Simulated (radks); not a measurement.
Results of a calculation; reference values are marked as such.
How relativity changes the ionisation of the cadmium ion Cd+ ([Kr] 4d10 5s1) to Cd2+ ([Kr] 4d10). Spin-unpolarised spherical Kohn-Sham, PBEsol, point nucleus unless stated (finite: rms radius 4.6087 fm), a radial shooting solver on a logarithmic mesh with Libxc functionals. A level marked "c x" has the speed of light scaled by that factor.

level                        E(Cd+) (hartree)  E(Cd2+) (hartree)  IE (eV)   HOMO  <r> HOMO (bohr)
non-rel.                          -5464.28209        -5463.68627   16.213     5s            2.742
scalar-rel.                       -5591.70875        -5591.08046   17.097     5s            2.633
scalar-rel., finite nucleus       -5591.58266        -5590.95439   17.096     5s            2.633
Dirac                             -5593.08863        -5592.46030   17.098  5s1/2            2.633
Dirac, finite nucleus             -5592.96220        -5592.33389   17.097  5s1/2            2.633
Dirac, c x 0.85                   -5647.09280        -5646.45021   17.486  5s1/2            2.589
Dirac, c x 1.5                    -5519.58484        -5518.97533   16.586  5s1/2            2.694
Dirac, c x 100                    -5464.29421        -5463.69839   16.213  5s1/2            2.742

NIST Atomic Spectra Database: 16.908 eV (measured). The relativistic part of the total energy of Cd+ is -128.7 hartree (Dirac, finite nucleus), 2.4 % of the non-relativistic value. Spin polarisation and multiplet splitting of open shells are left out at every level.

Beside tabulated values, note that relativity, absent from the non-relativistic runs, is large for the heavy elements, and spin-unpolarised runs miss the spin-polarisation part of the exchange energy of open shells.
